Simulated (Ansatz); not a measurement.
The cluster Ni2O, relaxed as a quintet with UKS B3LYP-D4/def2-TZVP in Ansatz, starting from the B3LYP-D4/def2-TZVP geometry of the neutral singlet. Force threshold 0.02 eV/Å.

At B3LYP-D4/def2-TZVP a triplet of charge 0 lies 0.46 eV below the quintet, each at its own geometry. The structure comes from a short search, and lower isomers may exist.

Start:

```xyz
3

Ni   -0.387   -1.112   -0.272
Ni   -0.422    1.132   -0.032
O     0.809   -0.020    0.304
```

Estimate the energy that the relaxation releases and the steps that it takes.

0.13 eV, in 4 steps; 13 s on 4 threads of Arm Neoverse V2 on a shared host. No frequencies were taken in this run, so the end may be a saddle point.

Does the start keep its bonding and symmetry?

By distances, no bond broke or formed. The bond that changes most is Ni2–O3, from 1.72 to 1.79 Å (atoms count from 1). Point group C2v at the start, C2v at the end, both within 0.05 Å.

Predict the relaxed structure.


```xyz
3

Ni   -0.410   -1.140   -0.284
Ni   -0.446    1.161   -0.037
O     0.856   -0.021    0.321
```
Bond lengths (bridged metal pairs left out): 2 × Ni–O 1.79 Å.
